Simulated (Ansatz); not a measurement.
Reaction (cleavage of the Si–Si bond): `[SiH3][SiH2][SnH3]` + `C=C(N)S` → `C=C(N)S[SiH3]` + `[SiH3][SnH3]`

Computed with Ansatz on PBE0-D4/def2-TZVP structures; ΔE is electronic, products minus reactants. CBS: MP2 limit from def2 TZ/QZ plus the TZ coupled-cluster correction, frozen cores. Functionals use def2-TZVPP. B3LYP here is the variant with VWN-RPA as its local correlation; programs differ in this. HSE06 is defined as in plane-wave codes. def2 core potentials past Kr. For Sn outer-core shells are correlated without core-valence functions, which leaves a few kJ/mol of doubt a bond. One conformer a species, not always the lowest.

| level | ΔE (kJ/mol) | difference from CCSD(T)/CBS |
| --- | --- | --- |
| LDA (SPW92) | -42.1 | 9.5 |
| revPBE-D4 | -45.4 | 6.2 |
| BLYP-D4 | -49.6 | 2.0 |
| r2SCAN-D4 | -48.5 | 3.1 |
| B97M-V | -47.1 | 4.5 |
| PBE0-D4 | -44.8 | 6.8 |
| r2SCANh-D4 | -49.1 | 2.5 |
| r2SCAN0-D4 | -50.0 | 1.6 |
| HSE06-D4 | -44.6 | 7.0 |
| BHLYP-D4 | -54.0 | -2.4 |
| CAM-B3LYP-D4 | -51.9 | -0.3 |
| ωB97X-V | -50.8 | 0.8 |
| ωB97M-V | -55.9 | -4.3 |
| B2PLYP | -52.2 | -0.6 |
| revPBE | -38.1 | 13.5 |
| BLYP | -44.7 | 6.9 |
| r2SCAN | -47.9 | 3.7 |
| PBE0 | -43.2 | 8.4 |
| B3LYP | -47.5 | 4.1 |
| r2SCANh | -48.5 | 3.1 |
| r2SCAN0 | -49.5 | 2.1 |
| HSE06 | -43.2 | 8.4 |
| BHLYP | -52.7 | -1.1 |
| CAM-B3LYP | -50.4 | 1.2 |
| LC-ωPBE | -46.6 | 5.0 |
| RPA@PBE/def2-TZVPP | -49.5 | 2.1 |
| HF/def2-SVP | -56.2 | -4.6 |
| MP2/def2-SVP | -56.4 | -4.8 |
| CCSD/def2-SVP | -49.9 | 1.7 |
| CCSD(T)/def2-SVP | -50.2 | 1.4 |
| HF/def2-TZVPP | -57.2 | -5.6 |
| MP2/def2-TZVPP | -58.9 | -7.3 |
| SCS-MP2/def2-TZVPP | -58.5 | -6.9 |
| CCSD/def2-TZVPP | -50.4 | 1.2 |
| CCSD(T)/def2-TZVPP | -50.7 | 0.9 |
| HF/def2-QZVPP | -57.3 | -5.7 |
| SCS-MP2/def2-QZVPP | -58.9 | -7.3 |
| HF/CBS(def2) | -57.3 | -5.7 |
| MP2/CBS(def2) | -59.8 | -8.2 |
| CCSD/CBS(def2) | -51.3 | 0.3 |
| CCSD(T)/CBS | -51.6 | 0 |

Largest T1 diagnostic among the species: 0.014.

From BLYP to BHLYP (50 % exact exchange), in def2-TZVPP and without D4, ΔE moves by −8.0 kJ/mol. The D4 term adds −3.2 kJ/mol with B3LYP and −1.6 kJ/mol with PBE0; it sums over pairs of atoms, weighted by their polarisabilities, and B3LYP, whose exchange is more repulsive, gets the larger term. Leaving LDA and LC-ωPBE aside and taking each functional with its dispersion term where it has one, the values, not all of them listed here, spread over 14.1 kJ/mol, from ωB97M-V to PBE-D4.
